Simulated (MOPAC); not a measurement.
MOPAC input (PM7):

```
PM7 PRECISE GNORM=0.05 LET XYZ UHF MS=0.5 GEO-OK AUX(PRECISION=9) THREADS=1
CH7Si2

C    -2.05168200 1   -0.25241100 1    0.18857400 1
Si   -0.48792400 1    0.71209200 1   -0.24319100 1
Si    1.49334800 1   -0.48826700 1    0.04738700 1
H    -2.08202100 1   -0.47571900 1    1.25866100 1
H    -2.94477300 1    0.32283600 1   -0.06061700 1
H    -2.09001100 1   -1.19657700 1   -0.35626100 1
H    -0.46426300 1    2.01402400 1    0.48013500 1
H     2.64921600 1    0.34566500 1   -0.36184000 1
H     1.70887700 1   -0.92568100 1    1.45335300 1
H     1.45712800 1   -1.70363200 1   -0.80362100 1
```

From the output:

```
                                                       MOPAC v23.2.5 Linux

          FINAL HEAT OF FORMATION =         13.08711 KCAL/MOL =      54.75646 KJ/MOL

          COSMO AREA              =        129.47 SQUARE ANGSTROMS
          COSMO VOLUME            =        122.89 CUBIC ANGSTROMS

          GRADIENT NORM           =          0.04226          =       0.01336 PER ATOM
          IONIZATION POTENTIAL    =          9.138182 EV
          ALPHA SOMO LUMO (EV)    =         -9.138  1.162
          BETA  SOMO LUMO (EV)    =        -11.082 -0.928
          NO. OF ALPHA ELECTRONS  =         10
          NO. OF BETA  ELECTRONS  =          9
          MOLECULAR WEIGHT        =         75.2373         POINT GROUP:  C1

          MOLECULAR DIMENSIONS (Angstroms)

            Atom       Atom       Distance
            H     8    H     5     5.41699
            H     7    H    10     3.77950
            H    10    H     9     2.03913

          SCF CALCULATIONS        =         29

   ATOM   CHEMICAL          X               Y               Z
  NUMBER   SYMBOL      (ANGSTROMS)     (ANGSTROMS)     (ANGSTROMS)

     1       C         -2.02376232  *  -0.24094552  *   0.15085675  *
     2      Si         -0.42018772  *   0.62699776  *   0.00679371  *
     3      Si          1.44287296  *  -0.45234631  *   0.01590038  *
     4       H         -2.27198621  *  -0.50404593  *   1.19982307  *
     5       H         -2.86344473  *   0.38447986  *  -0.21500289  *
     6       H         -2.07464459  *  -1.18946435  *  -0.42017427  *
     7       H         -0.46750990  *   2.07189931  *  -0.03425681  *
     8       H          2.54718705  *   0.37489498  *  -0.47717236  *
     9       H          1.79747697  *  -0.89315121  *   1.36770269  *
    10       H          1.37957544  *  -1.64370083  *  -0.83430660  *

                             CARTESIAN COORDINATES

   1    C       -2.023762321    -0.240945516     0.150856750
   2   Si       -0.420187725     0.626997761     0.006793705
   3   Si        1.442872959    -0.452346306     0.015900382
   4    H       -2.271986212    -0.504045929     1.199823071
   5    H       -2.863444726     0.384479856    -0.215002894
   6    H       -2.074644592    -1.189464348    -0.420174269
   7    H       -0.467509903     2.071899314    -0.034256806
   8    H        2.547187047     0.374894976    -0.477172364
   9    H        1.797476970    -0.893151205     1.367702688
  10    H        1.379575443    -1.643700826    -0.834306595

           Empirical Formula: C H7 Si2  =    10 atoms

      MOLECULAR POINT GROUP   :   C1

          ALPHA EIGENVALUES
 -25.53661 -19.40402 -14.84147 -14.11658 -13.95803 -12.64617 -12.58614 -12.04225
 -11.10850  -9.13818   1.16171   2.09948   2.54206   2.87795   5.46535   5.51788
   5.70414   6.80732   8.43778  18.74107  19.37795  19.90932  20.04685  20.77032
  21.80283  21.93759  22.42225  22.97009  23.74236

           BETA EIGENVALUES
 -25.46031 -19.27115 -14.71117 -13.92688 -13.89405 -12.63265 -12.48879 -12.04223
 -11.08206  -0.92777   1.17114   2.11640   2.62595   2.89126   5.54115   5.55645
   6.01500   6.81921   8.62952  18.97174  19.40045  20.05540  20.17588  20.83041
  21.90005  22.07893  22.51781  23.09347  23.78388

              NET ATOMIC CHARGES AND DIPOLE CONTRIBUTIONS

  ATOM NO.   TYPE          CHARGE      No. of ELECS.   s-Pop       p-Pop       d-Pop
    1          C          -0.610740        4.6107     1.04182     3.56892
    2         Si           0.020046        3.9800     0.87549     2.98420     0.12027
    3         Si          -0.057160        4.0572     0.90367     3.05942     0.09407
    4          H           0.173931        0.8261     0.82607
    5          H           0.175242        0.8248     0.82476
    6          H           0.173637        0.8264     0.82636
    7          H           0.048840        0.9512     0.95116
    8          H           0.026977        0.9730     0.97302
    9          H           0.024407        0.9756     0.97559
   10          H           0.024821        0.9752     0.97518
 DIPOLE           X         Y         Z       TOTAL
 POINT-CHG.     0.057     0.036     0.016     0.069
 HYBRID        -0.860    -0.377     0.043     0.940
 SUM           -0.803    -0.341     0.059     0.874

          ATOMIC ORBITAL ELECTRON POPULATIONS

     Atom    s        px        py        pz      x^2-y^2     xz        z^2       yz        xy
    1  C   1.04182   1.20198   1.18750   1.17945
    2 Si   0.87549   0.93876   1.02971   1.01573   0.04741   0.01812   0.01471   0.00672   0.03331
    3 Si   0.90367   1.02633   1.01902   1.01406   0.01469   0.01159   0.02085   0.02448   0.02246
    4  H   0.82607
    5  H   0.82476
    6  H   0.82636
    7  H   0.95116
    8  H   0.97302
    9  H   0.97559
   10  H   0.97518

                    (SZ)    =    0.500000
                    (S**2)  =    0.751707

          ATOMIC ORBITAL SPIN POPULATIONS

    Atom   Total    s     px     py     pz   x^2-y^2  xz     z^2    yz     xy
         Atomic
    1  C -0.0115 -0.002 -0.009 -0.004  0.003
    2 Si  1.0099  0.032  0.012  0.012  0.956 -0.000  0.000 -0.001 -0.000 -0.000
    3 Si -0.0317 -0.004 -0.016 -0.009 -0.011  0.000  0.004  0.000  0.003  0.000
    4  H  0.0147  0.015
    5  H  0.0024  0.002
    6  H  0.0057  0.006
    7  H -0.0162 -0.016
    8  H  0.0026  0.003
    9  H  0.0160  0.016
   10  H  0.0081  0.008

 **********************
 *                    *
 * JOB ENDED NORMALLY *
 *                    *
 **********************

 == MOPAC DONE ==
```

The geometry given is a B3LYP-D3(BJ)/def2-TZVP minimum.
